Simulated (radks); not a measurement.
Isoelectronic series with 20 electrons, each ion in its NIST ground configuration. Method: scalar-relativistic Kohn-Sham, BLYP, spin-unpolarised, spherical densities, point nucleus; computed with a radial shooting solver on a logarithmic mesh with Libxc functionals. Total energies (hartree) and orbital eigenvalues (hartree):

ion,configuration,E (hartree),3d,3p,3s,2p
Cd28+,[Ar] 3d2,-5070.27333,-55.53735,-61.98250,-66.69351,-176.8493
Sn30+,[Ar] 3d2,-5552.75254,-62.92563,-69.86369,-75.05194,-196.5388
Te32+,[Ar] 3d2,-6059.11741,-70.76548,-78.22150,-83.93124,-217.3116
Xe34+,[Ar] 3d2,-6589.70786,-79.05757,-87.05911,-93.33976,-239.1755
Ba36+,[Ar] 3d2,-7144.8873,-87.80266,-96.37995,-103.2865,-262.1389
Ce38+,[Ar] 3d2,-7725.0440,-97.00160,-106.1876,-113.7812,-286.2105
Nd40+,[Ar] 3d2,-8330.5931,-106.6553,-116.4859,-124.8345,-311.3995
Gd44+,[Ar] 3d2,-9619.6749,-127.3311,-138.5708,-148.6626,-365.1691
Dy46+,[Ar] 3d2,-10304.1903,-138.3554,-150.3661,-161.4630,-393.7704
Er48+,[Ar] 3d2,-11016.0691,-149.8388,-162.6693,-174.8727,-423.5304

Estimate the row of Sm42+ ([Ar] 3d2).

Answer. E (hartree) -8961.9785; 3d -116.7648; 3p -127.2789; 3s -136.4575; 2p -337.7157.
